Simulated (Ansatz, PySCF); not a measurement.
dimethyl telluride (C2H6Te), SMILES C[Te]C.

The structure is a stationary point at B3LYP-D3(BJ)/def2-SVP. The def2 effective core potentials stand for the cores of Te; spin–orbit coupling is left out.

Vertical ionisation energy (IE) and electron affinity (EA) in eV. Rows of orbital energies are one-electron estimates. Where ΔSCF, EOM or ADC give a negative EA the extra electron is unbound and the value depends on the basis.

| level | IE | EA |
|---|---|---|
| −ε(HOMO), −ε(LUMO), PBE0/def2-TZVPD (PySCF) | 5.71 | 0.69 |
| −ε(HOMO), −ε(LUMO), PBE/def2-TZVPD (PySCF) | 4.68 | 1.45 |
| ΔSCF, PBE0/def2-SVPD (Ansatz), final states of multiplicity 2 and 2 | 7.79 | -0.65 |
| ΔSCF, PBE/def2-SVPD (Ansatz), final states of multiplicity 2 and 2 | 7.74 | -0.54 |

Q: What vertical singlet–triplet gap does ΔSCF give with PBE0/def2-SVPD (Ansatz, a first-principles code) and with PBE/def2-SVPD (Ansatz)? (The exact figures need the calculation; the answer reports its results.)

A: 3.22 and 3.13 eV (triplet above singlet where positive).
